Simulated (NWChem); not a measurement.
System: CH₃BClFS; SMILES CSB(F)Cl

Input file for NWChem:

```
start job
memory heap 200 mb stack 900 mb global 1100 mb
geometry units angstroms
  B      0.285633     0.416685     0.000000
  Cl    -0.367024     2.056817     0.000000
  F      1.610041     0.246325     0.000000
  S     -0.848171    -0.978692     0.000000
  C      0.316636    -2.396329     0.000000
  H      0.952101    -2.383913    -0.904632
  H     -0.302598    -3.311984     0.000000
  H      0.952101    -2.383913     0.904632
end
basis spherical
  * library sto-3g
end
dft
  xc hfexch
  iterations 150
end
driver
  maxiter 120
end
task dft optimize
task dft freq
```

NWChem printed, in part:

```
             Northwest Computational Chemistry Package (NWChem) 7.3.0
             --------------------------------------------------------

 CS  symmetry detected

                             Geometry "geometry" -> ""
                             -------------------------

 Output coordinates in angstroms (scale by  1.889725989 to convert to a.u.)

  No.       Tag          Charge          X              Y              Z
 ---- ---------------- ---------- -------------- -------------- --------------
    1 B                    5.0000     0.30000756     0.39058112     0.00000000
    2 Cl                  17.0000    -0.32165402     2.04271035     0.00000000
    3 F                    9.0000     1.62097333     0.19531590     0.00000000
    4 S                   16.0000    -0.85986706    -0.98320175     0.00000000
    5 C                    6.0000     0.27804279    -2.42251798     0.00000000
    6 H                    1.0000     0.91362891    -2.42206845    -0.90463200
    7 H                    1.0000    -0.35832103    -3.32635199     0.00000000
    8 H                    1.0000     0.91362891    -2.42206845     0.90463200

 Effective nuclear repulsion energy (a.u.)     259.0386131223

      Symmetry information
      --------------------

 Group name             Cs
 Group number              2
 Group order               2
 No. of unique centers     7

                                Z-matrix (autoz)
                                --------

 Units are Angstrom for bonds and degrees for angles

[...]

      ----------------------
      Optimization converged
      ----------------------

  Step       Energy      Delta E   Gmax     Grms     Xrms     Xmax
  ---- ---------------- -------- -------- -------- -------- --------
@    5   -1009.46819219 -1.0D-07  0.00001  0.00000  0.00035  0.00069
                                     ok       ok       ok       ok

                                Z-matrix (autoz)
                                --------

 Units are Angstrom for bonds and degrees for angles

[...]

 Rotational Constants
 --------------------
 A=   0.209472 cm-1  (  0.301376 K)
 B=   0.062244 cm-1  (  0.089553 K)
 C=   0.048416 cm-1  (  0.069659 K)

 Temperature                      =   298.15K
 frequency scaling parameter      =   1.0000

 Zero-Point correction to Energy  =   35.381 kcal/mol  (  0.056384 au)
 Thermal correction to Energy     =   39.137 kcal/mol  (  0.062369 au)
 Thermal correction to Enthalpy   =   39.729 kcal/mol  (  0.063313 au)

 Total Entropy                    =   79.741 cal/mol-K
   - Translational                =   40.037 cal/mol-K (mol. weight = 111.9721)
   - Rotational                   =   27.326 cal/mol-K (symmetry #  =        1)
   - Vibrational                  =   12.378 cal/mol-K

 Cv (constant volume heat capacity) =   18.105 cal/mol-K
   - Translational                  =    2.979 cal/mol-K
   - Rotational                     =    2.979 cal/mol-K
   - Vibrational                    =   12.146 cal/mol-K

[normal modes left out]

 ----------------------------------------------------------------------------
 Normal Eigenvalue ||           Projected Infra Red Intensities
  Mode   [cm**-1]  || [atomic units] [(debye/angs)**2] [(KM/mol)] [arbitrary]
 ------ ---------- || -------------- ----------------- ---------- -----------
    1       -0.000 ||    0.000443           0.010         0.432       0.147
    2       -0.000 ||    0.000011           0.000         0.011       0.004
    3       -0.000 ||    0.000793           0.018         0.773       0.263
    4        0.000 ||    0.001485           0.034         1.448       0.493
    5        0.000 ||    0.000429           0.010         0.418       0.142
    6        0.000 ||    0.000062           0.001         0.060       0.020
    7       94.237 ||    0.000012           0.000         0.011       0.004
    8      117.450 ||    0.000002           0.000         0.002       0.001
    9      188.566 ||    0.002156           0.050         2.102       0.716
   10      310.960 ||    0.003884           0.090         3.786       1.290
   11      425.558 ||    0.003469           0.080         3.382       1.153
   12      552.537 ||    0.048215           1.112        47.002      16.018
   13      642.053 ||    0.005099           0.118         4.971       1.694
   14      948.829 ||    0.000657           0.015         0.640       0.218
   15     1138.272 ||    0.421833           9.732       411.224     140.142
   16     1171.651 ||    0.000099           0.002         0.097       0.033
   17     1191.110 ||    0.016783           0.387        16.361       5.576
   18     1569.844 ||    0.190140           4.387       185.358      63.169
   19     1704.682 ||    0.016143           0.372        15.737       5.363
   20     1821.526 ||    0.004572           0.105         4.457       1.519
   21     1821.704 ||    0.005022           0.116         4.896       1.668
   22     3562.960 ||    0.000152           0.004         0.148       0.051
   23     3743.990 ||    0.000567           0.013         0.553       0.189
   24     3755.434 ||    0.000381           0.009         0.372       0.127
 ----------------------------------------------------------------------------
```

Level: Hartree-Fock/STO-3G.
